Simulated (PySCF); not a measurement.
# Correlation energy of Cl²⁺ (chlorine, charge +2)

[Ne] 3s2 3p3, high-spin 4S determinant. Computed with PySCF 2.14 in x2c-SVPall, with the spin-free X2C one-electron Hamiltonian (Gaussian nucleus). Frozen: [Ne]; 5 electrons correlated.

MP2 pair energies summed by pair of shells (mhartree):

```
 pair  energy  share (%)
3s-3p  -47.14       65.0
3p-3p  -17.71       24.4
3s-3s   -7.72       10.6
```

Total MP2 correlation energy: -72.57 mhartree.

Same-spin part -19.44 and opposite-spin part -53.13 mhartree; SCS-MP2 scales them by 1/3 and 6/5 to -70.24 mhartree.

```
  level  correlation energy (mhartree)
   CCSD                         -91.57
    (T)                          -0.85
CCSD(T)                         -92.42
```

Diagnostics: T1 = 0.0018, D1 = 0.0049, largest double amplitude 0.061.

Cost of the coupled-cluster step: 0.33 s of wall time on 1 thread of Neoverse-V1 (shared host), for 5 correlated electrons.
